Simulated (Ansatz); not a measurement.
Harmonic frequencies (cm⁻¹) at PBE0-D4/def2-TZVP from Ansatz: 94, 282, 362, 514, 574, 718, 782, 839, 842, 1019, 1025, 1068, 1158, 1264, 1314, 1530, 1830, 2617, 2728, 3577, 3630.

Each molecule was computed in one conformer, which needn't be the lowest.

Task: Which molecule is it?
A. `FB1NCN1`
B. `N=C(N)BF`
C. `CC(N)=O`
D. `BNC(=N)F`

Result: D.
